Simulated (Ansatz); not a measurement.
`C[O][Sb]([Cl])[Cl]` and `C[O][Bi]([Cl])[Cl]` differ in one element.

Ansatz, PBE0-D4/def2-TZVP geometries, multiplicity 1. Each molecule was computed in one conformer, which needn't be the lowest.

Elements past krypton have def2 core potentials.

| property | `C[O][Sb]([Cl])[Cl]` |
| --- | --- |
| LUMO energy (ωB97M-V/def2-TZVPP) / eV | 0.32 |
| HOMO–LUMO gap (PBE0/def2-TZVPP) / eV | 6.95 |
| size of the dipole moment (PBE/def2-TZVPP) / D | 1.58 |
| LUMO energy (PBE/def2-TZVPP) / eV | -2.28 |
| LUMO energy (PBE0/def2-TZVPP) / eV | -1.52 |
| HOMO–LUMO gap (ωB97M-V/def2-TZVPP) / eV | 10.88 |

Task: What does the change do to each property? (An estimate is asked.)

Result: Ansatz gave: 
| property | `C[O][Bi]([Cl])[Cl]` | shift |
| --- | --- | --- |
| LUMO energy (ωB97M-V/def2-TZVPP) / eV | 0.01 | -0.31 |
| HOMO–LUMO gap (PBE0/def2-TZVPP) / eV | 6.47 | -0.48 |
| size of the dipole moment (PBE/def2-TZVPP) / D | 2.60 | 1.02 |
| LUMO energy (PBE/def2-TZVPP) / eV | -2.48 | -0.20 |
| LUMO energy (PBE0/def2-TZVPP) / eV | -1.77 | -0.25 |
| HOMO–LUMO gap (ωB97M-V/def2-TZVPP) / eV | 10.64 | -0.24 |

With PBE0 the HOMO rises by 0.23 eV and the LUMO falls by 0.25 eV, so the gap narrows by about 0.48 eV. PBE moves the HOMO by 0.33 eV and ωB97M-V by -0.07 eV. Dipoles are sizes alone; their direction can turn.

Spin–orbit coupling is left out; it splits and shifts lone-pair levels of the heavy atoms by tenths of an eV.
